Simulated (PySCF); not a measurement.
Isomers of CH4OSi. All species are isolated molecules in the gas phase. One relaxed conformer stands for each flexible species; it need not be the lowest. Strings in code marks are SMILES.

All values below come from PySCF with B3LYP-D3(BJ)/def2-TZVP. B3LYP has the VWN-RPA correlation part, as in Gaussian. 

| species | LUMO (eV) | dipole moment (D) |
|---|---|---|
| `O=C[SiH3]` | -1.91 | 2.20 |
| `O1[SiH2]C1` | -0.76 | 1.89 |
| `O=[SiH]C` | -1.72 | ___ |
| `C=[SiH]O` (C–Si–O–H torsion 0°) | -0.50 | – |

Q: Fill in the missing entries.

A: 
- `O=[SiH]C`, dipole moment (D): 4.39
